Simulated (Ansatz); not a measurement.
Basis-set extrapolation for C3H5F3O, SMILES `FCOCC(F)F` (PBE0-D4/def2-TZVP geometry, frozen core, Ansatz). Multiplicity 1, RHF reference.

```json
{"": "HF", "def2-TZVPP": "-489.895401", "def2-QZVPP": "-489.916966"}
{"": "MP2 correlation", "def2-TZVPP": "-1.478065", "def2-QZVPP": "-1.602815"}
{"": "CCSD(T) correlation", "def2-TZVPP": "-1.557565", "def2-QZVPP": "not run"}
```

Energies in hartree. Use E(X) = E(∞) + A·exp(−7.88·√X) for Hartree–Fock and E(X) = E(∞) + B·X^(−2.97) for correlation, with X = 3 and 4, and add CCSD(T) minus MP2 of the smaller set to the MP2 limit.

What is the CCSD(T) energy at the basis-set limit?

HF limit: -489.916966 + (-0.021565) × 0.13774 = -489.91994. MP2 limit: -1.602815 + (-0.124750) × 0.74074 = -1.69522. Higher-order term: -1.557565 − (-1.478065) = -0.07950. Total: -491.69466 hartree, 634.6 kJ/mol below CCSD(T)/def2-TZVPP.
